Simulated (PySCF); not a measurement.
# Tc²⁺ (technetium, charge +2): UHF calculation

Configuration: [Kr] 4d5, high-spin 6S determinant. Calculation: PySCF 2.14, in aug-cc-pVDZ-PP with ECP28MDF; a scalar-relativistic core potential.

```
Total energy             : -79.119916 hartree
One-electron energy      : -129.0290 hartree
Hartree (Coulomb) energy : 57.9447 hartree
Exchange energy          : -8.0356 hartree
⟨S²⟩                     : 8.7506
⟨L²⟩                     : 0.000
Sum of ⟨r⟩               : 17.36 bohr
Sum of ⟨r²⟩              : 27.19 bohr²
```

```json
{"shell": "4s α", "electrons": "1", "mean orbital energy (eV)": "-109.68", "rms radius, mean of both spins (bohr)": "1.14"}
{"shell": "4s β", "electrons": "1", "mean orbital energy (eV)": "-101.52", "rms radius, mean of both spins (bohr)": "1.14"}
{"shell": "4p α", "electrons": "3", "mean orbital energy (eV)": "-77.497", "rms radius, mean of both spins (bohr)": "1.27"}
{"shell": "4p β", "electrons": "3", "mean orbital energy (eV)": "-67.024", "rms radius, mean of both spins (bohr)": "1.27"}
{"shell": "4d α", "electrons": "5", "mean orbital energy (eV)": "-30.020", "rms radius, mean of both spins (bohr)": "1.73"}
```

Energies and moments cover only the electrons outside the core potential.
